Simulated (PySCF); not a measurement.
MgF₂, SMILES [F][Mg][F]. Atoms are numbered in the order given.

```xyz
3

Mg     0.0000     0.0000     0.0000
F      0.0000     0.0000    -1.7532
F      0.0000     0.0000     1.7532
```

The structure is a stationary point at ωB97X-D3(BJ)/def2-TZVP. The isomer is the one that the SMILES or the coordinates give; other isomers of the formula were not compared.

These are KT2/pcSseg-2 (PySCF) values and carry that method's errors.

GIAO shieldings, no solvent; atoms alike by connectivity are averaged. δ = σ(ref) − σ: ¹⁹F against CFCl3 (σ = 125.1 ppm), references at their B3LYP-D3(BJ)/def2-TZVP geometries, non-relativistic.

```json
[
 {"nucleus": "¹⁹F", "atoms": "F2, F3", "count": "2", "δ (ppm)": "-297.4"}
]
```
